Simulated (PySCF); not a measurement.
C₆H₆S₂, SMILES c1cc(ccc1S)S. Geometry: PBE-D3(BJ)/def2-SVP. One conformer was computed; it need not be the lowest.

Calculation: PBE-D3(BJ)/def2-SVP run with PySCF 2.14.0.

Harmonic wavenumbers (cm⁻¹): 90, 111, 115, 198, 284, 322, 324, 396, 481, 531, 624, 702, 739, 784, 801, 891, 905, 917, 937, 989, 1093, 1103, 1104, 1164, 1267, 1339, 1410, 1459, 1565, 1605, 2623, 2623, 3107, 3112, 3122, 3127. Rotational constants (GHz): 5.418, 0.6683, 0.5949; symmetry number 2.

Q: Work out the zero-point energy and the ideal-gas rigid-rotor harmonic-oscillator thermochemistry at 298.15 K and 1 atm.

A: ZPE = ½ Σ hcν = ½ × 41961 cm⁻¹ = 59.99 kcal/mol. H − E(el) = 65.88 kcal/mol. Entropy in cal/(mol K): translation 40.77, rotation 28.01, vibration 21.01, total 89.79. G − E(el) = 39.11 kcal/mol. Cp = 32.42 cal/(mol K). Modes under 150 cm⁻¹ make the vibrational entropy uncertain.
